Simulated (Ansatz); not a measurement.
Basis sets compared for [Ga(CN)H3]- (CH3GaN⁻). The state is a singlet with charge -1. Geometry PBE-D4/def2-TZVPD. Ansatz on 4 threads of Arm Neoverse V1 on a shared host; times are rough, and most runs start from earlier orbitals.

```xyz
6

Ga    0.214   -0.545    0.287
C    -0.454    1.161   -0.614
N    -0.839    2.140   -1.128
H    -0.420   -0.545    1.768
H     1.821   -0.444    0.302
H    -0.322   -1.767   -0.615
```

The 6-31G sets use Cartesian d functions.

```tsv
level	functions	energy (Eh)	HOMO (eV)	LUMO (eV)	wall time
HF/6-31G	53	-2016.9624	-5.96	7.57	0.25 s
PBE-D4/def2-SVPD	102	-2018.8357	-1.89	3.47	0.65 s
PBE0-D4/def2-SVPD	102	-2018.8776	-3.11	3.90	0.7 s
```

Estimate the rows for HF/def2-TZVPD, PBE-D4/def2-TZVPD (with forces), PBE0-D4/def2-TZVPD.


```tsv
level	functions	energy (Eh)	HOMO (eV)	LUMO (eV)	wall time
HF/def2-TZVPD	155	-2017.3826	-6.15	4.84	0.65 s
PBE-D4/def2-TZVPD (with forces)	155	-2019.1864	-1.94	3.39	1.1 s
PBE0-D4/def2-TZVPD	155	-2019.2274	-3.14	3.81	1.1 s
```
